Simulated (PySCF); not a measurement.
Atoms are numbered as in `[CH2:1]=[CH:2][c:3]1[cH:4][cH:5][cH:6][c:7]([C:8](=[CH2:9])[CH3:10])[cH:11]1` (H(Xn): hydrogen on atom n). Ha(C1) is cis to C3; Ha(C9) is cis to C7; Hb(C1) is trans to C3; Hb(C9) is trans to C7.

Fast rotation and ring inversion assumed for equivalent nuclei, one conformer, relativity neglected, isolated molecule. Shieldings: GIAO PBE0/pcSseg-1; GFN2-xTB structure; PySCF 2.14.

Chemical shifts δ = σref − σ; TMS for ¹³C (σref 186.93) and ¹H (σref 31.72), all at this level.

```
 atoms  nucleus  count  δ (ppm)
 H(C5)       ¹H      1        ?
    C4      ¹³C      1    135.0
    C7      ¹³C      1        ?
 H(C4)       ¹H      1     7.28
 H(C6)       ¹H      1     7.40
    C9      ¹³C      1    120.1
Hb(C1)       ¹H      1        ?
    C3      ¹³C      1    141.8
H(C10)       ¹H      3     2.29
   C11      ¹³C      1    126.5
    C2      ¹³C      1    145.0
Hb(C9)       ¹H      1        ?
    C5      ¹³C      1        ?
H(C11)       ¹H      1     8.19
   C10      ¹³C      1        ?
Ha(C9)       ¹H      1     5.58
 H(C2)       ¹H      1     6.88
    C8      ¹³C      1    154.6
    C1      ¹³C      1        ?
    C6      ¹³C      1    130.1
Ha(C1)       ¹H      1     6.33
```

**Question.** Fill in the missing shifts.

**Answer.** 
- C7: 148.9 ppm, substituted aromatic carbon
- C5: 134.0 ppm, aromatic CH; the aromatic region
- C1: 118.9 ppm, terminal =CH2 carbon; the olefinic region
- C10: 24.9 ppm, allylic methyl carbon; aliphatic region, no heteroatom directly attached
- H(C5): 7.58 ppm, hydrogen on an aromatic CH; the ring current deshields protons in the ring plane
- Hb(C1): 5.62 ppm, hydrogen on a terminal =CH2 carbon; a vinylic proton, deshielded by the sp2 carbon and the C=C anisotropy
- Hb(C9): 5.45 ppm, hydrogen on a terminal =CH2 carbon; a vinylic proton, deshielded by the sp2 carbon and the C=C anisotropy

Shifts are as computed. Against solution values, carbons near 30 ppm lie about +3 ppm off and those near 130 ppm about +5 ppm. Of 1211 compounds with measured shifts, 218 miss one by over three times the rms of a fit or turn the order of signals round; such compounds aren't used in these exercises.
